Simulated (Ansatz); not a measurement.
Molecule: C$_{4}$H$_{4}$N (charge 0, doublet). It need not be the lowest isomer of its formula. 
Coordinates optimised at B3LYP-D3(BJ)/def2-TZVP (Ansatz, a quantum-chemistry and plane-wave program):
```
C
C 1 1.3168
H 2 1.0854 1 121.78
C 2 1.4302 3 116.78 1 180.00
N 4 1.1533 3 154.17 2 -180.00
C 1 1.4576 2 140.32 3 -180.00
H 6 1.0926 1 110.87 2 120.27
H 6 1.0926 7 107.60 1 -121.40
H 6 1.0981 7 108.36 8 -116.96
```
Charge 0, spin multiplicity 2.

Property: atomisation energy (electronic, to ground-state atoms), in kJ/mol. Cores are frozen in the correlated levels unless marked. UHF or UKS for open shells. Spin-orbit coupling is left out. Non-relativistic. The coupled-cluster limit lacks core correlation, which all-electron functionals hold. Basis-set limits of correlation are two-point, X^-3; Hartree-Fock from the larger set. [CCSD(T)-MP2]/basis is that difference in the basis named.

| level | program | atomisation energy (kJ/mol) |
|---|---|---|
| revPBE-D4/def2-TZVPD | Ansatz + dftd4 | 4014.6 |
| PBE0/def2-TZVPD | Ansatz | 3999.4 |

Question: Estimate the value at RI-MP2/CBS(cc-pVTZ,cc-pVQZ)+[CCSD(T)-MP2]/cc-pVTZ as computed with Ansatz.

Answer: 3931.6 kJ/mol, so PBE0/def2-TZVPD differs from it by 67.8 kJ/mol.
